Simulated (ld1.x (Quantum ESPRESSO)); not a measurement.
## Reading a pseudo-wave (N (Z = 7))

Columns: radius, all-electron u(r) and pseudo u(r) of the 2p shell (level -13.52 eV) of nitrogen in the configuration [He] 2s2 2p2.5; PW91, scalar-relativistic, TM semilocal scheme, ld1.x (Quantum ESPRESSO) 7.5.

| r (bohr) | all-electron | pseudo |
| --- | --- | --- |
| 0.093 | 0.0686 | 0.0250 |
| 0.185 | 0.2036 | 0.0958 |
| 0.278 | 0.3504 | 0.2050 |
| 0.370 | 0.4820 | 0.3372 |
| 0.463 | 0.5921 | 0.4790 |
| 0.555 | 0.6771 | 0.6112 |
| 0.648 | 0.7404 | 0.7234 |
| 0.740 | 0.7823 | 0.8046 |
| 0.833 | 0.8065 | 0.8537 |
| 0.925 | 0.8153 | 0.8720 |
| 1.018 | 0.8122 | 0.8659 |
| 1.110 | 0.7996 | 0.8431 |
| 1.203 | 0.7797 | 0.8100 |
| 1.295 | 0.7547 | 0.7729 |
| 1.388 | 0.7257 | 0.7348 |
| 1.480 | 0.6945 | 0.6980 |
| 1.573 | 0.6613 | 0.6623 |
| 1.665 | 0.6278 | 0.6279 |
| 1.758 | 0.5936 | 0.5936 |
| 1.850 | 0.5602 | 0.5602 |
| 1.943 | 0.5269 | 0.5269 |
| 2.035 | 0.4950 | 0.4950 |
| 2.128 | 0.4638 | 0.4638 |
| 2.220 | 0.4341 | 0.4341 |
| 2.313 | 0.4055 | 0.4055 |
| 2.405 | 0.3786 | 0.3786 |

(1) How many radial nodes do the two functions have?

(2) At about which radius was the pseudo-wave matched?

(3) Is the pseudo-wave norm-conserving?

## Answers

(1) The all-electron 2p function has n − l − 1 = 0; the pseudo-wave has 0.

(2) 1.85 bohr. The columns agree to 0.0005 from 1.67 bohr on; several derivatives are matched, so the curves merge somewhat inside the radius.

(3) Yes: the TM semilocal scheme keeps the norm inside the radius equal to the all-electron one, which fixes the energy derivative of the logarithmic derivative at the level.
